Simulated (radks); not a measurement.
Re38+, configuration [Kr] 4d1. All-electron calculation, scalar-relativistic Kohn-Sham, PBE, spin-unpolarised, spherical densities, point nucleus. Program: a radial shooting solver on a logarithmic mesh with Libxc functionals.

Unscreened Slater integrals over Kohn-Sham orbitals (cm^-1).

| integral | value |
|---|---|
| F0(4d,4d) | 481500 |
| F2(4d,4d) | 245640 |
| F4(4d,4d) | 167590 |
| F0(4d,4p) | 479820 |
| F2(4d,4p) | 246070 |
| G1(4d,4p) | 305230 |
| G3(4d,4p) | 196040 |
| F0(4d,4s) | 486950 |
| G2(4d,4s) | 242800 |
| F0(4d,3d) | 616830 |
| F2(4d,3d) | 182520 |
| F4(4d,3d) | 91842 |
| G0(4d,3d) | 57961 |
| G2(4d,3d) | 74078 |
| G4(4d,3d) | 58488 |
| F0(4p,4p) | 479530 |
| F2(4p,4p) | 250100 |
| F0(4p,4s) | 486430 |
| G1(4p,4s) | 328810 |
| F0(4p,3d) | 608140 |
| F2(4p,3d) | 174050 |
| G1(4p,3d) | 56299 |
| G3(4p,3d) | 56938 |
| F0(4s,4s) | 493960 |
| F0(4s,3d) | 620230 |
| G2(4s,3d) | 58250 |
| F0(3d,3d) | 1128500 |
| F2(3d,3d) | 576630 |
| F4(3d,3d) | 371360 |

Derived for the open shells (J is the average intra-shell exchange parameter used in DFT+U). 4d: Racah B = F2/49 - 5 F4/441 = 3113 cm^-1, C = 35 F4/441 = 13300 cm^-1, C/B = 4.27, F4/F2 = 0.682, J = (F2 + F4)/14 = 29520 cm^-1.
